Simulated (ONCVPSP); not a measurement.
## What one change does to a pseudopotential (In (Z = 49), ONCV)

- Element: indium (In)
- Generator: ONCVPSP 4.0.1
- Type: optimised norm-conserving Vanderbilt (ONCV)
- Functional: PBE
- Relativity: scalar-relativistic
- Frozen core: [Ar] 3d10
- Valence charge: 21
- Reference configuration: 4s2 4p6 4d10 5s2 5p1
- Partial waves: 4s+5s: rc 1.40 bohr, ncon 3, nbas 6, qcut 8.5 1/bohr, 2 projectors; 4p+5p: rc 1.45 bohr, ncon 4, nbas 8, qcut 10.6 1/bohr, 2 projectors; 4d: rc 1.20 bohr, ncon 4, nbas 7, qcut 8.3 1/bohr, 2 projectors, debl 3.1 Ha
- Local potential: polynomial inside 0.90 bohr (lpopt 5, dvloc0 0 Ha)
- Core correction: polynomial model core, fcfact 0.6

All-electron outer shells of the reference configuration (PBE, scalar-relativistic, ld1.x):

| shell | level (eV) | outermost node (bohr) | outermost maximum (bohr) |
| --- | --- | --- | --- |
| 3p | -649.14 | 0.14 | 0.31 |
| 3d | -432.71 | – | 0.26 |
| 4s | -119.66 | 0.41 | 0.77 |
| 4p | -78.13 | 0.42 | 0.82 |
| 4d | -18.62 | 0.40 | 0.94 |
| 5s | -8.21 | 1.02 | 2.16 |
| 5p | -2.52 | 1.14 | 2.85 |

Change: all radii but the core radius scaled by about 0.96 (s 1.34, p 1.40, d 1.16 bohr); local potential polynomial inside 0.86 bohr (lpopt 5, dvloc0 0 Ha).

Cutoffs: the cutoffs (Ha) at which the residual kinetic energy of the hardest occupied pseudo-wave falls to 1 and 0.1 mHa per electron; they do not see the model core or the augmentation charge, which bear on the density cutoff. Errors are all-electron minus pseudo energies relative to the spin-unpolarised reference configuration.

Q: What does the change do?

A: The potential gets neither clearly harder nor softer (48 Ha and 109 Ha → 52 Ha and 115 Ha); the d channel sets the loose cutoff, while the largest relative change is in p, which becomes harder; the errors of the 3 common tests hardly move; neither file shows a bound ghost.

```csv
quantity,base,changed
"cutoff, loose",48 Ha,52 Ha
"cutoff, tight",109 Ha,115 Ha
loose cutoff by channel,"s 26 Ha, p 21 Ha, d 48 Ha","s 28 Ha, p 27 Ha, d 52 Ha"
bound ghosts,none,none
GHOST(+) flags under 300 eV,s at 147.9 eV,s at 136.4 eV
tests with a reliable result,3 of 4,3 of 4
"error for 4s2 4p6 4d10 5s2 5p0, meV [ΔE 5.36 eV]",-1.1,-1.0
"error for 4s2 4p6 4d10 5s1 5p0, meV [ΔE 24.60 eV]",-5.3,-5.1
"error for 4s1 4p6 4d10 5s2 5p1, meV [ΔE 127.55 eV]",-321,-278
"rms error of d²Exc/dni dnj with the model core, mHa",1.35,1.25
```
